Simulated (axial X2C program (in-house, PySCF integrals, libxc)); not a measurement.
**Spin–orbit effects along a row: molecules with B, HF**

Calculated with an axial X2C code built on PySCF integrals, spin-free (one-electron X2C) or two-component (2c: spin–orbit coupling with atomic mean-field Coulomb and Gaunt terms, which also bring small scalar terms), in Dyall basis sets with cores contracted in-house; open shells are unrestricted.

Basis sets: B dyall-v3z, Br dyall-cv3z, Ca dyall-cv3z, Cu dyall-cv3z, Fe dyall-cv3z, Ge dyall-cv3z, K dyall-cv3z, Ni dyall-cv3z.

```csv
molecule,spin-free state,Re (Å),ωe (cm⁻¹),De (eV),2c state,Re 2c (Å),ωe 2c (cm⁻¹),De 2c (eV)
KB,"M_S = 1, Λ = 1",2.900,282.7,0.28,Ω = 2,2.901,282.7,0.28
CaB,"M_S = 3/2, Λ = 0",2.436,439.1,n/a,Ω = 3/2,2.436,439.0,n/a
FeB,"M_S = 3/2, Λ = 0",1.944,697.8,-0.71,Ω = 3/2,1.944,697.1,n/a
NiB,"M_S = 1/2, Λ = 2",2.085,416.2,-1.37,Ω = 5/2,2.085,416.0,-1.41
CuB,"M_S = 0, Λ = 0",2.136,401.6,n/a,Ω = 0,2.137,401.3,n/a
GeB,"M_S = 3/2, Λ = 0",1.940,708.2,1.98,Ω = 3/2,1.940,705.5,n/a
BBr,"M_S = 0, Λ = 0",1.896,686.6,3.04,Ω = 0,1.897,685.7,2.87
```

Problem. Work out the shifts from the spin-free to the two-component result.

Solution. 

| molecule | 2c state | ΔRe (Å) | Δωe (cm⁻¹) | ΔDe (eV) |
| --- | --- | --- | --- | --- |
| KB | Ω = 2 | 0.001 | 0.0 | 0.00 |
| CaB | Ω = 3/2 | 0.000 | -0.1 | n/a |
| FeB | Ω = 3/2 | 0.000 | -0.7 | n/a |
| NiB | Ω = 5/2 | 0.000 | -0.2 | -0.04 |
| CuB | Ω = 0 | 0.001 | -0.3 | n/a |
| GeB | Ω = 3/2 | 0.000 | -2.7 | n/a |
| BBr | Ω = 0 | 0.001 | -0.9 | -0.17 |

Shifts of one unit in the last digit are rounding.

Each entry is the lowest single determinant of a limited PBE0 search at one distance. De goes to single-determinant-based atoms at the same level (for ions the charge split of lowest energy) and is withheld (n/a) where an atom does not fit its ground term or J level. Main or longest-lived isotopes. One determinant is a doubtful description, or other states lie close, for KB, CaB, FeB, GeB; these need not be ground states, and all values refer to the states named. Some open-shell Ω = 0 determinants are out of reach, so the Ω given for KB need not be the lowest component. With several unpaired electrons the Ω given is that of one determinant, not necessarily of the lowest component. Some light 2c atoms are not at their ground J level, so De misses part of their lowering (0.04 eV or less). Where the atoms have a lower orbital projection than the molecule, De at mean-field level may be about a tenth of an eV too small.
